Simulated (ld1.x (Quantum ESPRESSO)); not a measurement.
Building the ultrasoft potential for copper (Cu) (PBEsol, scalar-relativistic).

The input file (ld1.x (Quantum ESPRESSO) 7.5):

```
&input
   title='Cu', zed=29., rel=1, dft='PBESOL', iswitch=3,
   config='[Ar] 3d10 4s1 4p0',
   nld=3, rlderiv=1.75, eminld=-10.0, emaxld=5.0, deld=0.04
 /
 &inputp
   pseudotype=3, tm=.true., lloc=-2, rcloc=0.90,
   nlcc=.true., new_core_ps=.true., rcore=1.00,
   which_augfun='PSQ', rmatch_augfun_nc=.true.,
   file_pseudopw='Cu.UPF', file_wfcaegen='ae.wfc', file_wfcncgen='nc.wfc', file_beta='beta', file_chi='chi', file_wfcusgen='us.wfc'
 /
6
3S  1  0   2.00   0.00  1.15  1.30  0.0
4S  2  0   1.00   0.00  1.15  1.30  0.0
3P  2  1   6.00   0.00  1.05  1.15  0.0
4P  3  1   0.00   0.00  1.05  1.15  0.0
3D  3  2  10.00   0.00  1.25  1.60  0.0
3D  3  2   0.00   2.50  1.25  1.60  0.0
 &test
   configts(1)='3s2 3p6 3d10 4s1 4p0'
 /
```

Command:

```bash
ld1.x < Cu.in > Cu.out
```

Resulting log (shortened: banner, matrices, multipoles, cross overlaps and the repeated all-electron block are left out):

```
Program LD1 v.7.5
     --------------------------- All-electron run ----------------------------

     Cu
     scalar relativistic calculation

     atomic number is 29.00
     dft =PBESOL   lsd =0 sic =0 latt =0  beta=0.20 tr2=1.0E-14
     Exchange-correlation= PBESOL
                           (   1   4  10   8   0   0   0)
     mesh =1199 r(mesh) = 100.25372 a.u. xmin = -7.00 dx = 0.01250
     1 Ry =  13.60569312 eV, c = 137.03599908

     n l     nl                  e(Ry)          e(Ha)          e(eV)
     1 0     1S 1( 2.00)      -649.9468      -324.9734     -8842.9766
     2 0     2S 1( 2.00)       -78.0149       -39.0075     -1061.4470
     2 1     2P 1( 6.00)       -67.3559       -33.6780      -916.4237
     3 0     3S 1( 2.00)        -8.4085        -4.2043      -114.4036
     3 1     3P 1( 6.00)        -5.2918        -2.6459       -71.9983
     3 2     3D 1(10.00)        -0.3718        -0.1859        -5.0588
     4 0     4S 1( 1.00)        -0.3387        -0.1693        -4.6077
     4 1     4P 1( 0.00)        -0.0467        -0.0234        -0.6357

     final scf error:  5.4E-16 reached in  26 iterations

     Etot =   -3306.982469 Ry,   -1653.491235 Ha,  -44993.788637 eV

     Ekin =    3355.815935 Ry,    1677.907968 Ha,   45658.201794 eV
     Encl =   -7965.901212 Ry,   -3982.950606 Ha, -108381.607342 eV
     Eh   =    1435.403959 Ry,     717.701980 Ha,   19529.665780 eV
     Exc  =    -132.301152 Ry,     -66.150576 Ha,   -1800.048868 eV

     normalization and overlap integrals

     s(1S/1S) =  1.000000  <r> =   0.0522  <r2> =    0.0037  r(max) =   0.0341
     s(2S/2S) =  1.000000  <r> =   0.2354  <r2> =    0.0654  r(max) =   0.1960
     s(2P/2P) =  1.000000  <r> =   0.2065  <r2> =    0.0523  r(max) =   0.1585
     s(3S/3S) =  1.000000  <r> =   0.7125  <r2> =    0.5874  r(max) =   0.6112
     s(3P/3P) =  1.000000  <r> =   0.7499  <r2> =    0.6661  r(max) =   0.6189
     s(3D/3D) =  1.000000  <r> =   1.0471  <r2> =    1.5726  r(max) =   0.6036
     s(4S/4S) =  1.000000  <r> =   2.9162  <r2> =   10.0616  r(max) =   2.2710
     s(4P/4P) =  1.000000  <r> =   5.1813  <r2> =   33.7497  r(max) =   3.5616

     ------------------------ End of All-electron run ------------------------

     --------------------- Generating US pseudopotential ---------------------

      Generating local potential from pseudized AE potential:
      Matching radius rcloc =   0.9000
      Enforcing V''(0)=0 (lloc=-2)

      Local pseudo, rcloc= 0.889 Estimated cut-off energy=    40.05 Ry

      Computing core charge for nlcc:

       r > 1.01 : true rho core
      Core charge pseudized with two Bessel functions
      Integrated core pseudo-charge :   0.01
      Wfc-us  3S rcutus= 1.294  Estimated cut-off energy=    32.95 Ry
      Wfc-us  4S rcutus= 1.294  Estimated cut-off energy=    67.84 Ry
      Wfc-us  3P rcutus= 1.142  Estimated cut-off energy=    63.73 Ry
      Wfc-us  4P rcutus= 1.142  Estimated cut-off energy=   114.71 Ry
      Wfc-us  3D rcutus= 1.580  Estimated cut-off energy=    46.61 Ry
      Wfc-us  3D rcutus= 1.580  Estimated cut-off energy=    86.93 Ry

     Q pseudized with Bessel functions
     Expected ecutrho=     394.7379 due to l1=  1   l2=  2

     ------------------- End of pseudopotential generation -------------------

     Computing logarithmic derivative in   1.75764
     Computing logarithmic derivative in   1.75764
     Computing the partial wave expansion
     R is outside the sphere for l=    0 j= 0.00
     R is outside the sphere for l=    0 j= 0.00
     R is outside the sphere for l=    1 j= 0.00
     R is outside the sphere for l=    1 j= 0.00
     R is outside the sphere for l=    2 j= 0.00
     R is outside the sphere for l=    2 j= 0.00

     ---------------------- Testing the pseudopotential ----------------------

     Cu
     scalar relativistic calculation

     atomic number is 29.00   valence charge is 19.00
     dft =PBESOL   lsd =0 sic =0 latt =0  beta=0.20 tr2=1.0E-14
     mesh =1199 r(mesh) = 100.25372 xmin = -7.00 dx = 0.01250

     n l     nl             e AE (Ry)        e PS (Ry)    De AE-PS (Ry)
     1 0     3S   1( 2.00)       -8.40851       -8.40849       -0.00002
     2 1     3P   1( 6.00)       -5.29178       -5.29176       -0.00001
     3 2     3D   1(10.00)       -0.37181       -0.37180       -0.00001
     2 0     4S   1( 1.00)       -0.33866       -0.33865       -0.00001
     3 1     4P   1( 0.00)       -0.04672       -0.04672       -0.00000

     eps = 5.8E-15  iter =  8

     Etot =   -3306.982469 Ry,   -1653.491235 Ha,  -44993.788637 eV
     Etotps =  -396.687723 Ry,    -198.343861 Ha,   -5397.211418 eV

     Ekin =      86.312739 Ry,      43.156369 Ha,    1174.344633 eV
     Encl =    -875.407387 Ry,    -437.703693 Ha,  -11910.524264 eV
     Ehrt =     355.661326 Ry,     177.830663 Ha,    4839.018859 eV
     Ecxc =     -37.272756 Ry,     -18.636378 Ha,    -507.121684 eV
     (Ecc =      -0.005335 Ry,      -0.002668 Ha,      -0.072591 eV)
     Epseu=      74.018356 Ry,      37.009178 Ha,    1007.071037 eV

     ---------------------- End of pseudopotential test ----------------------
```

Generation and configuration tests took about 1.4 s on one core of a shared server CPU.
